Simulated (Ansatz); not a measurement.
Task: Name a neutral molecule of C, Si and H with zero-point energy (PBE0-D4/def2-TZVP) between 141 and 157 kJ/mol and LUMO energy (ωB97M-V/def2-TZVPP) between 1.45 and 1.75 eV (Ansatz, PBE0-D4/def2-TZVP geometry).

Result: `C#C[SiH2]C#C` (145.5 kJ/mol, 1.59 eV). Other molecules can fit too; these were computed, each in one conformer that needn't be the lowest.
